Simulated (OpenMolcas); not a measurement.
An atom or ion with 83 electrons was computed by SS-RASPT2, IPEA 0.25 Eh, imaginary shift 0.1 Eh with spin-orbit coupling (OpenMolcas, ANO-RCC-VTZP, DKH2). The lowest levels that the run gave, each within 12 % of the measured value where one is at hand:

```tsv
J	Parity	E (cm⁻¹)	g
3/2	odd	0.0	1.749
3/2	odd	10670	1.136
5/2	odd	14580	1.200
1/2	odd	21550	0.666
3/2	odd	30130	1.251
```

Q: Which ion is it, and what are the configurations and terms?

A: Bi I (Z = 83, neutral; active space 5 electrons in 9 orbitals (RAS2 6s 6p; RAS3 6d, at most 2 electrons)). J, parity and g give the terms where levels are pure, and mixed ones are named by the computed weights; the size of the splittings, set against known spectra of the 83-electron sequence, gives the charge. In order, with the measured energies in cm⁻¹ (NIST Handbook of Basic Atomic Spectroscopic Data): 6s² 6p³ ⁴S°_3/2 [69 %], 6s² 6p³ ²D°_3/2 [66 %] (11419), 6s² 6p³ ²D°_5/2 (15438), 6s² 6p³ ²P°_1/2 (21661), 6s² 6p³ ²P°_3/2 [67 %] (33165).

Term energies are means over components that CASPT2 splits; among the terms shown or strongly mixed into the levels shown the widest spread is 17 cm-1 (6s² 6p³ ²D°). Active for correlation alone: 6d; no level in the range computed is led by a configuration that fills it, so any true level of that kind is missing. Spin-orbit splittings of 6p shells tend to come out small when the coupling is added on scalar orbitals. Computed and measured levels are paired by configuration, term and J; levels that our copy of the source lacks, or whose pairing is in doubt (as where it misses far off the trend of its configuration), stay unpaired and out of the deviations. Only configurations of the active space appear.

A share in square brackets marks a mixed level and gives the weight of the term that names it. ° marks odd parity.
